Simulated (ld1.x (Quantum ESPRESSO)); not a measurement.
**terbium (Tb): TM pseudisation with PBEsol, scalar-relativistic reference atom.**

ld1.x (Quantum ESPRESSO) 7.5 was run on this input:

```
&input
   title='Tb', zed=65., rel=1, dft='PBESOL', iswitch=3,
   config='[Xe] 4f8 5d0 6s0 6p0',
   nld=3, rlderiv=2.50, eminld=-8.0, emaxld=5.0, deld=0.04
 /
 &inputp
   pseudotype=2, tm=.true., lloc=1,
   nlcc=.true., new_core_ps=.true., rcore=1.30,
   file_pseudopw='Tb.UPF', file_wfcaegen='ae.wfc', file_wfcncgen='nc.wfc', file_beta='beta', file_chi='chi'
 /
3
5S  1  0   2.00   0.00  1.80  1.80  0.0
5D  3  2   0.00   0.00  2.30  2.30  0.0
5P  2  1   6.00   0.00  2.25  2.25  0.0
 &test
   configts(1)='5s2 5p6 5d0 6s0 6p0'
 /
```

Command:

```bash
ld1.x < Tb.in > Tb.out
```

Output (shortened: banner, matrices, multipoles, cross overlaps and the repeated all-electron block are left out):

```
Program LD1 v.7.5
     --------------------------- All-electron run ----------------------------

     Tb
     scalar relativistic calculation

     atomic number is 65.00
     dft =PBESOL   lsd =0 sic =0 latt =0  beta=0.20 tr2=1.0E-14
     Exchange-correlation= PBESOL
                           (   1   4  10   8   0   0   0)
     mesh =1263 r(mesh) =  99.54529 a.u. xmin = -7.00 dx = 0.01250
     1 Ry =  13.60569312 eV, c = 137.03599908

     n l     nl                  e(Ry)          e(Ha)          e(eV)
     1 0     1S 1( 2.00)     -3812.5782     -1906.2891    -51872.7683
     2 0     2S 1( 2.00)      -634.0147      -317.0073     -8626.2090
     2 1     2P 1( 6.00)      -563.6810      -281.8405     -7669.2702
     3 0     3S 1( 2.00)      -142.5013       -71.2506     -1938.8288
     3 1     3P 1( 6.00)      -120.8158       -60.4079     -1643.7824
     4 0     4S 1( 2.00)       -30.1218       -15.0609      -409.8280
     4 1     4P 1( 6.00)       -22.9728       -11.4864      -312.5613
     3 2     3D 1(10.00)       -92.5540       -46.2770     -1259.2620
     5 0     5S 1( 2.00)        -5.6257        -2.8129       -76.5418
     5 1     5P 1( 6.00)        -3.8793        -1.9397       -52.7809
     4 2     4D 1(10.00)       -13.1621        -6.5811      -179.0801
     4 3     4F 1( 8.00)        -2.5190        -1.2595       -34.2722
     5 2     5D 1( 0.00)        -1.8181        -0.9091       -24.7367
     6 0     6S 1( 0.00)        -1.6630        -0.8315       -22.6265
     6 1     6P 1( 0.00)        -1.2586        -0.6293       -17.1241

     final scf error:  9.6E-15 reached in  33 iterations

     Etot =  -23406.874176 Ry,  -11703.437088 Ha, -318466.747009 eV

     Ekin =   25193.724605 Ry,   12596.862303 Ha,  342778.085601 eV
     Encl =  -57069.243673 Ry,  -28534.621836 Ha, -776466.616176 eV
     Eh   =    8970.510804 Ry,    4485.255402 Ha,  122050.017161 eV
     Exc  =    -501.865913 Ry,    -250.932956 Ha,   -6828.233596 eV

     normalization and overlap integrals

     s(1S/1S) =  1.000000  <r> =   0.0215  <r2> =    0.0006  r(max) =   0.0136
     s(2S/2S) =  1.000000  <r> =   0.0915  <r2> =    0.0099  r(max) =   0.0772
     s(2P/2P) =  1.000000  <r> =   0.0809  <r2> =    0.0080  r(max) =   0.0632
     s(3S/3S) =  1.000000  <r> =   0.2395  <r2> =    0.0655  r(max) =   0.2205
     s(3P/3P) =  1.000000  <r> =   0.2382  <r2> =    0.0657  r(max) =   0.2150
     s(4S/4S) =  1.000000  <r> =   0.5410  <r2> =    0.3304  r(max) =   0.5031
     s(4P/4P) =  1.000000  <r> =   0.5729  <r2> =    0.3733  r(max) =   0.5289
     s(3D/3D) =  1.000000  <r> =   0.2166  <r2> =    0.0551  r(max) =   0.1761
     s(5S/5S) =  1.000000  <r> =   1.2978  <r2> =    1.8907  r(max) =   1.1625
     s(5P/5P) =  1.000000  <r> =   1.5015  <r2> =    2.5466  r(max) =   1.3173
     s(4D/4D) =  1.000000  <r> =   0.6217  <r2> =    0.4485  r(max) =   0.5491
     s(4F/4F) =  1.000000  <r> =   0.8274  <r2> =    0.8858  r(max) =   0.5491
     s(5D/5D) =  1.000000  <r> =   2.1281  <r2> =    5.2043  r(max) =   1.7782
     s(6S/6S) =  1.000000  <r> =   3.0660  <r2> =   10.4638  r(max) =   2.8239
     s(6P/6P) =  1.000000  <r> =   3.6346  <r2> =   14.7313  r(max) =   3.3639

     ------------------------ End of All-electron run ------------------------

     --------------------- Generating NC pseudopotential ---------------------

      Generating local pot.: lloc=1, matching radius rcloc =   2.2500

      Computing core charge for nlcc:

       r > 1.30 : true rho core
      Core charge pseudized with two Bessel functions
      Integrated core pseudo-charge :  11.33

      Wfc   5S  rcut= 1.778  Using Troullier-Martins method

      Wfc   5D  rcut= 2.283  Using Troullier-Martins method

     ------------------- End of pseudopotential generation -------------------

     Computing logarithmic derivative in   2.50774
     Computing logarithmic derivative in   2.50774
     Computing the partial wave expansion
     R is outside the sphere for l=    0 j= 0.00
       no projector for channel:   1
     R is outside the sphere for l=    2 j= 0.00

     ---------------------- Testing the pseudopotential ----------------------

     Tb
     scalar relativistic calculation

     atomic number is 65.00   valence charge is 11.00
     dft =PBESOL   lsd =0 sic =0 latt =0  beta=0.20 tr2=1.0E-14
     mesh =1263 r(mesh) =  99.54529 xmin = -7.00 dx = 0.01250

     n l     nl             e AE (Ry)        e PS (Ry)    De AE-PS (Ry)
     1 0     5S   1( 2.00)       -5.62572       -5.62572        0.00001
     2 1     5P   1( 6.00)       -3.87932       -3.87932        0.00000
     3 2     5D   1( 0.00)       -1.81811       -1.81812        0.00000
     2 0     6S   1( 0.00)       -1.66302       -1.64620       -0.01682  !
     3 1     6P   1( 0.00)       -1.25860       -1.28621        0.02761  !

     eps = 7.2E-15  iter = 11

     Etot =  -23406.874176 Ry,  -11703.437088 Ha, -318466.747009 eV
     Etotps =   -94.122347 Ry,     -47.061173 Ha,   -1280.599767 eV

     Ekin =      18.023834 Ry,       9.011917 Ha,     245.226750 eV
     Encl =    -119.367480 Ry,     -59.683740 Ha,   -1624.077307 eV
     Ehrt =      39.899636 Ry,      19.949818 Ha,     542.862209 eV
     Ecxc =     -32.666211 Ry,     -16.333105 Ha,    -444.446442 eV
     (Ecc =     -21.115468 Ry,     -10.557734 Ha,    -287.290571 eV)
     Epseu=      -0.012126 Ry,      -0.006063 Ha,      -0.164977 eV

     ---------------------- End of pseudopotential test ----------------------
```

Note: ghost state, extra bound levels that the all-electron valence spectrum of the same l lacks: s at -5614.5 eV. A true bound ghost makes a file unfit for plane-wave use.

Generation and configuration tests took about 2.2 s on one core of a shared server CPU.

Transferability test of the new file with ld1.x, input:

```
&input
   title='Tb', zed=65., rel=1, dft='PBESOL', iswitch=2,
   config='[Xe] 4f8 5d0 6s0 6p0'
 /
 &test
   file_pseudo='Tb.UPF', nconf=8,
   configts(1)='5s2 5p6 5d0 6s0 6p0',
   configts(2)='5s2 5p6 5d1 6s2 6p0',
   configts(3)='5s2 5p6 5d1 6s1 6p0',
   configts(4)='5s2 5p6 5d1 6s0 6p0',
   configts(5)='5s2 5p6 5d0 6s2 6p0',
   configts(6)='5s2 5p6 5d0 6s2 6p1',
   configts(7)='5s2 5p6 5d1.5 6s1.5 6p0',
   configts(8)='5s1 5p6 5d1 6s2 6p0'
 /
```

```bash
ld1.x < Tb.test.in > Tb.test.out
```

Pseudopotential blocks of its output, shortened (energy terms left out; the distinct warnings before each block abridged to one line each):

```
     ---------------------- Testing the pseudopotential ----------------------

     n l     nl             e AE (Ry)        e PS (Ry)    De AE-PS (Ry)
     1 0     5S   1( 2.00)       -5.62572       -5.62572        0.00001
     2 1     5P   1( 6.00)       -3.87932       -3.87932        0.00000
     3 2     5D   1( 0.00)       -1.81811       -1.81812        0.00000
     2 0     6S   1( 0.00)       -1.66302       -1.64620       -0.01682  !
     3 1     6P   1( 0.00)       -1.25860       -1.28621        0.02761  !

     eps = 7.3E-15  iter = 11

     Etot =  -23406.874176 Ry,  -11703.437088 Ha, -318466.747008 eV
     Etotps =   -94.122347 Ry,     -47.061173 Ha,   -1280.599768 eV

     ---------------------- End of pseudopotential test ----------------------

          ---------------------- Testing the pseudopotential ----------------------

     n l     nl             e AE (Ry)        e PS (Ry)    De AE-PS (Ry)
     1 0     5S   1( 2.00)       -3.77045       -3.76251       -0.00794  !
     2 1     5P   1( 6.00)       -2.05070       -2.04569       -0.00501  !
     3 2     5D   1( 1.00)       -0.17974       -0.18091        0.00117
     2 0     6S   1( 2.00)       -0.30987       -0.30711       -0.00277
     3 1     6P   1( 0.00)       -0.09648       -0.10356        0.00708  !

     eps = 6.9E-15  iter = 28

     Etot =  -23409.727137 Ry,  -11704.863568 Ha, -318505.563513 eV
     Etotps =   -96.958227 Ry,     -48.479114 Ha,   -1319.183889 eV
     dEtot_ae =      -2.852960 Ry
     dEtot_ps =      -2.835881 Ry,   Delta E=      -0.017080 Ry

     ---------------------- End of pseudopotential test ----------------------

          ---------------------- Testing the pseudopotential ----------------------

     n l     nl             e AE (Ry)        e PS (Ry)    De AE-PS (Ry)
     1 0     5S   1( 2.00)       -4.24245       -4.23160       -0.01085  !
     2 1     5P   1( 6.00)       -2.52210       -2.51384       -0.00825  !
     3 2     5D   1( 1.00)       -0.61526       -0.61320       -0.00206
     2 0     6S   1( 1.00)       -0.69272       -0.68600       -0.00672  !
     3 1     6P   1( 0.00)       -0.42253       -0.43251        0.00998  !

     eps = 6.3E-15  iter = 26

     Etot =  -23409.229536 Ry,  -11704.614768 Ha, -318498.793315 eV
     Etotps =   -96.465087 Ry,     -48.232543 Ha,   -1312.474366 eV
     dEtot_ae =      -2.355360 Ry
     dEtot_ps =      -2.342740 Ry,   Delta E=      -0.012620 Ry

     ---------------------- End of pseudopotential test ----------------------

          ---------------------- Testing the pseudopotential ----------------------

     n l     nl             e AE (Ry)        e PS (Ry)    De AE-PS (Ry)
     1 0     5S   1( 2.00)       -4.79397       -4.78023       -0.01374  !
     2 1     5P   1( 6.00)       -3.07017       -3.05846       -0.01171  !
     3 2     5D   1( 1.00)       -1.11283       -1.10678       -0.00604  !
     2 0     6S   1( 0.00)       -1.10785       -1.09505       -0.01280  !
     3 1     6P   1( 0.00)       -0.78194       -0.79459        0.01265  !

     eps = 5.2E-15  iter = 17

     Etot =  -23408.332153 Ry,  -11704.166076 Ha, -318486.583791 eV
     Etotps =   -95.577049 Ry,     -47.788525 Ha,   -1300.391999 eV
     dEtot_ae =      -1.457977 Ry
     dEtot_ps =      -1.454702 Ry,   Delta E=      -0.003274 Ry

     ---------------------- End of pseudopotential test ----------------------

          ---------------------- Testing the pseudopotential ----------------------

     n l     nl             e AE (Ry)        e PS (Ry)    De AE-PS (Ry)
     1 0     5S   1( 2.00)       -4.41299       -4.41522        0.00223
     2 1     5P   1( 6.00)       -2.68031       -2.68380        0.00349
     3 2     5D   1( 0.00)       -0.72415       -0.72861        0.00446
     2 0     6S   1( 2.00)       -0.76145       -0.75634       -0.00511  !
     3 1     6P   1( 0.00)       -0.47066       -0.48535        0.01469  !

     eps = 7.5E-15  iter = 23

     Etot =  -23409.287514 Ry,  -11704.643757 Ha, -318499.582138 eV
     Etotps =   -96.516317 Ry,     -48.258158 Ha,   -1313.171390 eV
     dEtot_ae =      -2.413338 Ry
     dEtot_ps =      -2.393970 Ry,   Delta E=      -0.019368 Ry

     ---------------------- End of pseudopotential test ----------------------

          ---------------------- Testing the pseudopotential ----------------------

     n l     nl             e AE (Ry)        e PS (Ry)    De AE-PS (Ry)
     1 0     5S   1( 2.00)       -4.01016       -3.99874       -0.01141  !
     2 1     5P   1( 6.00)       -2.27809       -2.26936       -0.00873  !
     3 2     5D   1( 0.00)       -0.33636       -0.33279       -0.00357
     2 0     6S   1( 2.00)       -0.40730       -0.39840       -0.00890  !
     3 1     6P   1( 1.00)       -0.16068       -0.16663        0.00595  !

     eps = 3.1E-15  iter = 32

     Etot =  -23409.599487 Ry,  -11704.799743 Ha, -318503.826749 eV
     Etotps =   -96.838308 Ry,     -48.419154 Ha,   -1317.552298 eV
     dEtot_ae =      -2.725311 Ry
     dEtot_ps =      -2.715961 Ry,   Delta E=      -0.009350 Ry

     ---------------------- End of pseudopotential test ----------------------

          ---------------------- Testing the pseudopotential ----------------------

     n l     nl             e AE (Ry)        e PS (Ry)    De AE-PS (Ry)
     1 0     5S   1( 2.00)       -3.71444       -3.70319       -0.01125  !
     2 1     5P   1( 6.00)       -1.99873       -1.99079       -0.00794  !
     3 2     5D   1( 1.50)       -0.14917       -0.14917       -0.00000
     2 0     6S   1( 1.50)       -0.29253       -0.28970       -0.00283
     3 1     6P   1( 0.00)       -0.08868       -0.02660       -0.06208  !

     eps = 7.7E-15  iter = 24

     Etot =  -23409.658722 Ry,  -11704.829361 Ha, -318504.632686 eV
     Etotps =   -96.891403 Ry,     -48.445702 Ha,   -1318.274702 eV
     dEtot_ae =      -2.784546 Ry
     dEtot_ps =      -2.769057 Ry,   Delta E=      -0.015489 Ry

     ---------------------- End of pseudopotential test ----------------------

          Warning: n=1, l=0 expected 0 nodes, found 1
     ---------------------- Testing the pseudopotential ----------------------

     n l     nl             e AE (Ry)        e PS (Ry)    De AE-PS (Ry)
     1 0     5S   1( 1.00)       -4.63539       -4.67916        0.04377  !
     2 1     5P   1( 6.00)       -2.86929       -2.90315        0.03387  !
     3 2     5D   1( 1.00)       -0.82715       -0.83903        0.01188  !
     2 0     6S   1( 2.00)       -0.80071       -0.79569       -0.00502  !
     3 1     6P   1( 0.00)       -0.48927       -0.51187        0.02260  !

     eps = 5.1E-15  iter = 14

     Etot =  -23405.540170 Ry,  -11702.770085 Ha, -318448.596932 eV
     Etotps =   -92.751047 Ry,     -46.375523 Ha,   -1261.942280 eV
     dEtot_ae =       1.334006 Ry
     dEtot_ps =       1.371300 Ry,   Delta E=      -0.037294 Ry

     ---------------------- End of pseudopotential test ----------------------
```
